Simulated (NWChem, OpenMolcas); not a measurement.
## How methods differ on SnNH2F (SMILES [NH2][Sn][F])

SnNH2F: 5 atoms, total charge 0, spin state singlet. SMILES: `[NH2][Sn][F]`. The coordinates come from a PBE0-D4/def2-TZVP relaxation. This is one conformer, not always the lowest.

```jsonl
{"atom": "N", "x (Å)": "-0.3029", "y (Å)": "0.4955", "z (Å)": "-0.3933"}
{"atom": "Sn", "x (Å)": "0.3389", "y (Å)": "-0.0537", "z (Å)": "1.4232"}
{"atom": "F", "x (Å)": "0.9669", "y (Å)": "-1.7759", "z (Å)": "0.7543"}
{"atom": "H", "x (Å)": "-0.7468", "y (Å)": "1.3693", "z (Å)": "-0.6291"}
{"atom": "H", "x (Å)": "-0.2062", "y (Å)": "-0.1089", "z (Å)": "-1.1966"}
```

Each level gives the energy change with the N1–H4 bond stretched from 1.008 to 1.815 Å (eV). The values are calculated.

```tsv
level	kind	program	value (eV)	less CCSD(T)/def2-SVP
HF/def2-SVP (core potential) (unrestricted)	Hartree–Fock	OpenMolcas	3.84	+0.16
SVWN5/def2-SVP (core potential) (restricted)	LDA	OpenMolcas	3.60	-0.08
PBE/def2-SVP (core potential) (restricted)	GGA	OpenMolcas	3.53	-0.15
M06-L/def2-SVP (core potential) (restricted)	meta-GGA	OpenMolcas	3.83	+0.15
r2SCAN/def2-SVP (core potential) (restricted)	meta-GGA	OpenMolcas	3.78	+0.10
BHLYP/def2-SVP (core potential) (restricted)	global hybrid	OpenMolcas	4.19	+0.51
PBE0/def2-SVP (core potential) (restricted)	global hybrid	OpenMolcas	3.94	+0.26
B2PLYP/def2-SVP (core potential) (restricted)	double hybrid	OpenMolcas	3.83	+0.15
MP2/def2-SVP (core potential) (restricted)	perturbation theory	NWChem	4.00	+0.32
CCSD(T)/def2-SVP (core potential) (restricted)	coupled cluster or CI	OpenMolcas	3.68	0.00
```

Differences are taken from CCSD(T)/def2-SVP (core potential) (restricted) for orientation; it has basis-set and higher-order errors of its own. At this stretch a single reference begins to fail. The first shape isn't each level's own minimum. The values span 3.53 to 4.19 eV. Spin contamination of the reference (⟨S²⟩ at least 0.1 too high) touches HF/def2-SVP. In the correlated wave-function rows the outer d shell of Sn is correlated, in sets not made for it.
